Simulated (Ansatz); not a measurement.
Cost and result for the atomization energy of BH4NSSiZn (`B[N]1[SiH2][S][Zn]1`) (9 atoms, 9 bonds).

Cartesian coordinates in Å:
```
B 0.473 -1.535 0.616
N -0.255 -0.364 0.424
Si 0.093 0.966 -0.682
S -1.564 2.310 -0.287
Zn -1.805 0.548 1.013
H 1.480 -1.729 -0.021
H 0.113 -2.362 1.411
H 1.383 1.632 -0.371
H 0.081 0.534 -2.102
```

Charge 0, multiplicity 1. For Zn the d shell is correlated and the shells below it are frozen. Scalar relativity is left out up to krypton. The geometry is a stationary point of PBE0-D4/def2-TZVP. Program: Ansatz. All runs use 4 threads of an Arm Neoverse V2 on a shared host. Times are those of one run each, without the atoms' runs, and a repeat can differ threefold. Electronic energies, without spin–orbit coupling; frozen cores. CCSD(T)/CBS adds CCSD(T) − MP2 in def2-TZVPP to the MP2 limit, and its time is that of the two runs behind it. T1 = 0.018. With those shells the extrapolation isn't a true limit. HSE06 is the plane-wave form, built on full-range PBE exchange.

CCSD(T)/CBS is a level of theory with its own doubt, some kJ/mol a heavy atom from the limit and from the frozen cores, so smaller differences don't rank the functionals.

```json
{"level": "LDA (SPW92)/def2-TZVPP", "functions": "266", "wall time": "1.9 s"}
{"level": "BLYP-D4/def2-TZVPP", "functions": "266", "wall time": "3.1 s"}
{"level": "revPBE-D4/def2-TZVPP", "functions": "266", "wall time": "3.1 s"}
{"level": "BHLYP-D4/def2-TZVPP", "functions": "266", "wall time": "5.5 s"}
{"level": "HSE06-D4/def2-TZVPP", "functions": "266", "wall time": "5.5 s"}
{"level": "CCSD(T)/def2-SVP", "functions": "115", "wall time": "6.5 s"}
{"level": "r2SCAN-D4/def2-TZVPP (with forces)", "functions": "266", "wall time": "7 s"}
{"level": "PBE-QIDH/def2-TZVPP", "functions": "266", "wall time": "9 s"}
{"level": "B97M-V/def2-TZVPP", "functions": "266", "wall time": "12 s"}
{"level": "ωB97M-V/def2-TZVPP (with forces)", "functions": "266", "wall time": "18 s"}
{"level": "MP2/def2-QZVPP", "functions": "474", "wall time": "34 s"}
{"level": "CCSD(T)/def2-TZVPP", "functions": "266", "wall time": "3.7 min"}
{"level": "CCSD(T)/CBS(def2)", "functions": "–", "wall time": "4.3 min"}
```

(1) What atomization energy does each give, and how far from CCSD(T)/CBS? (Best estimate.)

Answers

(1) The calculation gave: 
```csv
level,atomization (kJ/mol),difference from CCSD(T)/CBS,per bond
LDA (SPW92)/def2-TZVPP,3242.3,419.6,46.6
BLYP-D4/def2-TZVPP,2798.8,-23.9,-2.7
revPBE-D4/def2-TZVPP,2799.8,-22.9,-2.5
BHLYP-D4/def2-TZVPP,2751.1,-71.6,-8.0
HSE06-D4/def2-TZVPP,2835.5,12.8,1.4
CCSD(T)/def2-SVP,2604.3,-218.4,-24.3
r2SCAN-D4/def2-TZVPP (with forces),2856.6,33.9,3.8
PBE-QIDH/def2-TZVPP,2825.6,2.9,0.3
B97M-V/def2-TZVPP,2847.4,24.7,2.7
ωB97M-V/def2-TZVPP (with forces),2846.9,24.2,2.7
MP2/def2-QZVPP,2858.5,35.8,4.0
CCSD(T)/def2-TZVPP,2729.7,-93.0,-10.3
CCSD(T)/CBS(def2),2822.7,0.0,0.0
```

In def2-TZVPP, CCSD(T) changes the Hartree–Fock value by +715.1 kJ/mol (the triples alone add +56.0 kJ/mol) and MP2 by +786.6 kJ/mol; breaking electron pairs costs correlation energy, which Hartree–Fock lacks. From PBE to PBE0 (25 % exact exchange), in def2-TZVPP and without D4, the atomization energy moves by −34.9 kJ/mol: exact exchange takes away binding that semilocal exchange gives to molecules. At CCSD(T), def2-SVP lies −218.4 kJ/mol from the extrapolated value and def2-TZVPP −93.0 kJ/mol: correlation converges slowly with the basis, and small sets miss more of it in the bonded molecule than in its fragments.
